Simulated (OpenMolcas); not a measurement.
An OpenMolcas run meant for Nd⁴⁺ (ANO-R3, X2C; inactive shells 1s 2s 2p 3s 3p 3d 4s 4p 4d 5s 5p; intended active space 2 electrons in 7 orbitals (4f)). One step of its input:

```
&RASSCF
FileOrb=start.orb
Symmetry=1
Spin=3
nActEl=3 0 0
Inactive=15 12
Ras2=0 7
CIRoot=21 21 1
SDav=21
CIMx=300
Iter=86 100
PrWF=0.3
OrbListing=Nothing
MaxOrb=0
Atom
>>> COPY $Project.JobIph JOB001
```

Lines from the output:

```
--- SEWARD ---
Basis set label: ND.ANO-R...9S8P5D5F3G1H.

      Electronic valence basis set:
      ------------------
      Associated Effective Charge  60.000000 au
      Associated Actual Charge     60.000000 au
      Nuclear Model: Finite nucleus - Gaussian distribution
        Gaussian exponent, Xi/bohr**(-2):  1.72717E+08

      Shell  nPrim  nBasis  Cartesian Spherical Contaminant
         s      25       9        X
         p      19       8        X
         d      12       5                 X
         f      10       5                 X
         g       5       3                 X
         h       4       1                 X
                  Relativistic X2C integrals
                  Atomic mean-field integrals
--- RASSCF ---

 Nr of active orbitals     NAC=   7
 Spin degeneracy         ISPIN=   3
 There can be no such wave function.
 ************************************************
--- Stop Module: rasscf at  /rc=_RC_INPUT_ERROR_ ---
.####################.
.# User input error #.
.####################.
```

Problem. What is wrong with the input?

Solution. nActEl holds one electron too many for this ion, which clashes with the multiplicity.
